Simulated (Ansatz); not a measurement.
`Cl[CH2][Al]1[CH]=[CH]1`, one more setting.

```yaml
crystal:
  periodic: [false, false, false]
  atoms:
    - {symbol: Cl, position_ang: [-1.421490, 1.816248, 1.302211]}
    - {symbol: C, position_ang: [0.240931, 1.120668, 1.524894]}
    - {symbol: Al, position_ang: [0.136276, -0.075231, -0.006039]}
    - {symbol: C, position_ang: [-0.245224, -1.610841, -0.963171]}
    - {symbol: C, position_ang: [0.272372, -0.629830, -1.764894]}
    - {symbol: H, position_ang: [0.945818, 1.947833, 1.472598]}
    - {symbol: H, position_ang: [0.272183, 0.671723, 2.515489]}
    - {symbol: H, position_ang: [-0.565182, -2.608044, -1.260806]}
    - {symbol: H, position_ang: [0.452714, -0.678826, -2.837483]}
basis:
  gaussian: {orbitals: 6-31G}
hamiltonian: {xc: {name: CAM-B3LYP}, pseudopotentials: {relativity: scalar}}
```

```sh
$ ansatz run in.yaml --threads 2 --pin off --events-out ev --progress --plain --max-ram 4352MiB
```

Output, abridged:

```
Functional definition: CAM-B3LYP
789 factors; integrals over basis functions are off by at most 2.3e-4 eV
304 factors; integrals over basis functions are off by at most 4.7e-6 eV
mean field evaluation 1: about -22330.0711 eV, gradient 4.1e1 eV
mean field evaluation 2: about -22329.6036 eV, gradient 4.2e1 eV
mean field evaluation 4: about -22334.8209 eV, gradient 1.9e0 eV
mean field evaluation 8: about -22334.9504 eV, gradient 9.1e-2 eV
mean field evaluation 16: about -22334.9504 eV, gradient 1.9e-5 eV
mean field -22334.95043036 eV, -820.7942891425 hartree, gradient 1.9e-5 eV, S^2 0.000000; 0 other end points of the search recorded, 0 dependent functions left out
reference -22334.95055188 eV, -820.7942936082 hartree; 26, 26 occupied and 35, 35 virtual orbitals, 789 factors
Total energy: -22334.95055188 eV, -820.7942936082 hartree
Relativity: scalar
```

Run time 1.4 s (2 threads of an Arm Neoverse V2 on a shared host); peak host memory 0.11 GiB.
